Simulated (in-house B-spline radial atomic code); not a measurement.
The numbers below are computed, except where a source is named.
**Correlation energy from the adiabatic connection: ω²r²/2 − Z/r, ω = 0.0546, Z = 0.3**

Two electrons in a singlet, external potential ω²r²/2 − Z/r, ω = 0.0546, Z = 0.3 (atomic units). Full CI in B-splines (partial waves to l = 8, correlation up to 0.6 % small) with the density held fixed gives W(λ) = <V_ee>_λ − U, and E_c is the integral of W(λ) − W(0) from 0 to 1.

```csv
λ,W(λ) − W(0) (hartree)
0,0.00000
0.02,-0.00184
0.05,-0.00442
0.12,-0.00978
0.25,-0.01772
0.4,-0.02463
0.6,-0.03140
0.8,-0.03641
1,-0.04027
```

Q: Integrate the table by the trapezoid rule.

A: The strips give -0.00002, -0.00009, -0.00050, -0.00179, -0.00318, -0.00560, -0.00678, -0.00767, which sum to -0.02563 hartree. The direct value, W(1) − W(0) + T_c with T_c = 0.01451, is -0.02576; the curve is convex, so chords lie above it and the trapezoids fall short in size by 0.51 %.

Q: Now use only three numbers: W(0) = -0.18569, the initial slope W'(0) = -0.09403 (extrapolated from the first points) and the strong-coupling limit of the point-charge-plus-continuum model, W∞ = -0.2555. What do second-order theory and the interpolation W(λ) = W∞ + (W(0) − W∞)/√(1 + 2χλ) of Seidl, Perdew and Levy give?

A: Second order keeps the slope alone: E_c = W'(0)/2 = -0.04702, +83 % in size against -0.02576. Matching the slope fixes χ = W'(0)/(W∞ − W(0)) = -0.09403/(-0.06981) = 1.34694. Integrating, with s = √(1 + 2χ) = 1.921948, E_c = −(W(0) − W∞)(s − 1)/(s + 1) = −0.06981 × 0.921948/2.921948 = -0.02203 hartree, -14.5 % in size against the full result. At λ = 1 the formula gives W − W(0) = -0.03349 against -0.04027. Part of the miss can come from the model's W∞.
